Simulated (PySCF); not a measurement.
**Electron correlation in C (carbon, neutral)**

Starting occupation: [He] 2s2 2p2, 2p1/2 with m_j = -1/2, +1/2. Calculation: PySCF 2.14, in x2c-TZVPall-2c with one added diffuse shell each of s, p, d type (6s4p3d1f, 40 functions); X2C-1e with screened-nucleus spin-orbit coupling, Gaussian nucleus. Frozen: 1s2; 4 electrons correlated.

MP2 pair energies summed by pair of shells (mhartree):

```json
{"pair": "2p-2s", "energy": "-43.14", "share (%)": "62.6"}
{"pair": "2s-2s", "energy": "-18.55", "share (%)": "26.9"}
{"pair": "2p-2p", "energy": "-7.25", "share (%)": "10.5"}
```

Total MP2 correlation energy: -68.94 mhartree.

The GHF reference relaxed away from the jj start to a determinant that is no pure jj level (⟨S²⟩ = 2.01, ⟨J²⟩ = 2.00); the energies belong to that determinant.
